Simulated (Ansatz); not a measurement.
`BB1C=NC1`, one more setting.

```yaml
crystal:
  periodic: [false, false, false]
  atoms:
    - {symbol: B, position_ang: [-1.324264, 0.605873, -1.045033]}
    - {symbol: B, position_ang: [-0.381564, -0.048653, 0.142849]}
    - {symbol: C, position_ang: [0.203346, -1.429248, 0.379304]}
    - {symbol: N, position_ang: [1.368120, -0.845000, 0.324916]}
    - {symbol: C, position_ang: [0.967578, 0.511711, 0.782893]}
    - {symbol: H, position_ang: [-2.451031, 0.960737, -0.840700]}
    - {symbol: H, position_ang: [-0.894732, 0.793446, -2.148352]}
    - {symbol: H, position_ang: [0.072218, -2.493116, 0.206174]}
    - {symbol: H, position_ang: [0.990213, 0.565096, 1.867603]}
    - {symbol: H, position_ang: [1.533216, 1.328054, 0.333346]}
basis:
  gaussian: {orbitals: def2-TZVP, point_charges: [{charge: 0.50, position_ang: [5.237, -0.272, -0.404]}]}
hamiltonian: {xc: {name: B3LYP5}}
output: {forces: true}
```

```sh
$ ansatz run in.yaml --threads 2 --pin off --events-out ev --progress --plain --max-ram 4352MiB
```

Shortened log:

```
Functional definition: B3LYP5
1073 factors; their error is unknown
mean field evaluation 1: about -4986.2999 eV, gradient 5.5e1 eV
mean field evaluation 2: about -4977.5701 eV, gradient 8.1e1 eV
mean field evaluation 4: about -4993.7288 eV, gradient 7.6e0 eV
mean field evaluation 8: about -4993.8475 eV, gradient 1.2e-1 eV
mean field evaluation 16: about -4993.8264 eV, gradient 7.2e-4 eV
mean field -4993.82640917 eV, -183.5197355997 hartree, gradient 1.1e-5 eV, S^2 0.000000; 0 other end points of the search recorded, 0 dependent functions left out
reference -4993.82667716 eV, -183.5197454484 hartree; 17, 17 occupied and 168, 168 virtual orbitals, 1073 factors
Total energy: -4993.82667716 eV, -183.5197454484 hartree
Atom 0 at    -1.324264     0.605873    -1.045033 Å, force    -0.124170     0.052814    -0.052739 eV/Å
Atom 1 at    -0.381564    -0.048653     0.142849 Å, force    -0.293212     0.148061    -0.075673 eV/Å
Atom 2 at     0.203346    -1.429248     0.379304 Å, force    -0.043922    -0.221742    -0.104504 eV/Å
Atom 3 at     1.368120    -0.845000     0.324916 Å, force     0.502880    -0.278796    -0.005071 eV/Å
Atom 4 at     0.967578     0.511711     0.782893 Å, force    -0.000846     0.260452     0.156620 eV/Å
Atom 5 at    -2.451031     0.960737    -0.840700 Å, force     0.109167    -0.033983    -0.020567 eV/Å
Atom 6 at    -0.894732     0.793446    -2.148352 Å, force    -0.027437    -0.015933     0.081273 eV/Å
Atom 7 at     0.072218    -2.493116     0.206174 Å, force    -0.022657     0.040458     0.024978 eV/Å
Atom 8 at     0.990213     0.565096     1.867603 Å, force     0.010266     0.047619    -0.020759 eV/Å
Atom 9 at     1.533216     1.328054     0.333346 Å, force    -0.021683     0.036473     0.006213 eV/Å
Dipole moment:    -0.348496     0.005265     0.135912 e Å
```

Run time 4.5 s (2 threads of an Arm Neoverse V1 on a shared host); peak host memory 0.43 GiB.
